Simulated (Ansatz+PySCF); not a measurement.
## singlet H₈: levels of theory in one basis

```yaml
atoms:
  - { symbol: H, position_ang: [1.3066, 0.0000, 0.0000] }
  - { symbol: H, position_ang: [0.9239, 0.9239, 0.0000] }
  - { symbol: H, position_ang: [0.0000, 1.3066, 0.0000] }
  - { symbol: H, position_ang: [-0.9239, 0.9239, 0.0000] }
  - { symbol: H, position_ang: [-1.3066, 0.0000, 0.0000] }
  - { symbol: H, position_ang: [-0.9239, -0.9239, 0.0000] }
  - { symbol: H, position_ang: [0.0000, -1.3066, 0.0000] }
  - { symbol: H, position_ang: [0.9239, -0.9239, 0.0000] }
```

Basis set: cc-pVDZ (spherical functions). All electrons are correlated. Charge 0, multiplicity 1.

Computed with Ansatz (development build ahead of 0.2.0); each method stands on the lowest determinant of its kind that the runs found. NEVPT2 correlates all electrons. Active spaces start from the frontier orbitals, and the lowest solution found is given.

```json
{"method": "RHF", "E − E(RHF) (eV)": "0.00", "<S²> of the determinant": "0.00"}
{"method": "UHF", "E − E(RHF) (eV)": "-1.67", "<S²> of the determinant": "1.15"}
{"method": "RHF-MP2", "E − E(RHF) (eV)": "-4.08", "<S²> of the determinant": "–"}
{"method": "UHF-CCSD", "E − E(RHF) (eV)": "-5.64", "<S²> of the determinant": "1.15"}
{"method": "RHF-CCSD(T)", "E − E(RHF) (eV)": "-5.47", "<S²> of the determinant": "–"}
{"method": "UHF-CCSD(T)", "E − E(RHF) (eV)": "-5.72", "<S²> of the determinant": "1.15"}
{"method": "RHF-CCSDT(Q)", "E − E(RHF) (eV)": "-5.62", "<S²> of the determinant": "–"}
{"method": "UHF-CCSDT(Q)", "E − E(RHF) (eV)": "-5.75", "<S²> of the determinant": "1.15"}
{"method": "CASSCF(8,8)", "E − E(RHF) (eV)": "-3.43", "<S²> of the determinant": "–"}
{"method": "SC-NEVPT2(8,8)", "E − E(RHF) (eV)": "-5.09", "<S²> of the determinant": "–"}
```

**Question.** What does UHF-MP2 give on the same scale?

**Answer.** -4.63 eV.

**Question.** Is a single determinant a sound starting point here?

**Answer.** It is doubtful. Unrestricted orbitals lower Hartree–Fock by 1.67 eV and <S²> is 1.15 where a pure state has 0.00, a sign of strong static correlation. The CASSCF(8,8) natural occupations are 1.98, 1.95, 1.95, 1.00, 1.00, 0.05, 0.05, 0.02.

Caution for RHF, RHF-MP2, RHF-CCSD(T), RHF-CCSDT(Q): an unrestricted determinant lies well below; the determinant breaks the point group. Caution for UHF, UHF-MP2, UHF-CCSD, UHF-CCSD(T), UHF-CCSDT(Q): the unrestricted determinant is a mixture of spin states. Caution for RHF-MP2, RHF-CCSD(T), RHF-CCSDT(Q): large amplitudes, a single reference is doubtful. Caution for UHF-MP2, UHF-CCSD, UHF-CCSD(T), UHF-CCSDT(Q): bonds are stretched, where a single reference can fail. Caution for UHF-CCSD, UHF-CCSD(T): the program doubts this total. Caution for RHF-CCSDT(Q): the amplitudes may be one of several solutions.
